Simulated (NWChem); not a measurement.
System: MnHOF, sextet; SMILES [OH][Mn][F]

The following NWChem deck was run.

```
start job
memory heap 200 mb stack 900 mb global 1100 mb
geometry units angstroms noautosym
  Mn     0.006939     0.027194     0.000000
  F      0.007732     1.813395     0.000000
  O      0.043914    -1.742517     0.000000
  H     -0.269776    -2.700691     0.000000
end
basis spherical
  * library def2-svp
end
dft
  odft
  mult 6
  xc pbe0
  grid fine
  iterations 150
end
driver
  maxiter 120
  tight
end
task dft optimize
task dft freq
```

This spin state was assumed; another may lie lower.

The level has its own optimisation; frequencies are unscaled.

What results follow from this input? (PBE0/def2-SVP, spin-unrestricted.) Quantities: r F–Mn (Å); r Mn–O (Å); r H–O (Å); highest harmonic frequency (cm⁻¹); lowest (cm⁻¹); zero-point energy (kcal/mol); dipole (D).


```yaml
r F–Mn (Å): 1.786
r Mn–O (Å): 1.797
r H–O (Å): 0.958
highest harmonic frequency (cm⁻¹): 3987
lowest (cm⁻¹): 123
zero-point energy (kcal/mol): 8.6
dipole (D): 2.14
```
